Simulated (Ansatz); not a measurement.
Total energies of B₃PH₁₀ (relaxed from a model of B3H7(PH3), whose bonding it doesn't keep) from Ansatz at PBE-D4/def2-TZVP, gas phase (1 Eh = 27.2114 eV = 2625.5 kJ/mol). The reference geometry is relaxed at B3LYP-D4/def2-SVP.

Cartesian coordinates in Å:
```
B -1.379 0.434 0.464
B -0.166 1.291 -0.480
H -0.975 1.728 0.447
B -0.246 -0.550 -0.614
P 1.383 -1.086 0.304
H -1.090 -1.360 -0.276
H -2.519 0.443 0.071
H -1.182 0.101 1.612
H -0.486 1.834 -1.508
H 0.933 1.570 -0.034
H -0.044 -0.664 -1.801
H 2.588 -0.586 -0.238
H 1.492 -0.687 1.655
H 1.692 -2.467 0.399
```

| state | geometry | energy (Eh) |
| --- | --- | --- |
| charge 0 singlet | reference | -421.61440 |
| charge 1 doublet | reference | -421.24916 |
| charge 1 doublet | relaxed at B3LYP-D4/def2-SVP | -421.28612 |
| free B atom (doublet) | – | -24.61008 |
| free H atom (doublet) | – | -0.49962 |
| free P atom (quartet) | – | -341.10299 |

Question: Work out the vertical ionisation energy to the doublet.

Answer: E(charge 1 doublet) − E(charge 0 singlet) = -421.24916 − (-421.61440) = 0.36524 Eh = 9.94 eV. For comparison, −ε of the highest occupied level is 6.90 eV at this level, 3.04 eV less.

Question: How much does the charge 1 doublet relax, and what is the adiabatic ionisation energy?

Answer: Relaxation: -421.24916 − (-421.28612) = 0.03696 Eh = 1.01 eV. Adiabatic ionisation energy: 0.32828 Eh = 8.93 eV, without zero-point energy. 

Question: What is the binding energy per atom against free atoms?

Answer: Atoms: 3 × (-24.61008) + 10 × (-0.49962) + 1 × (-341.10299) = -419.92943 Eh. Binding: -419.92943 − (-421.61440) = 1.68497 Eh = 45.85 eV, or 3.28 eV for each of 14 atoms (no zero-point energy, no counterpoise term).

At PBE-D4/def2-TZVP the gap within one spin of the charge 1 doublet nearly closes, so an electron or hole may be smeared out by delocalisation error.
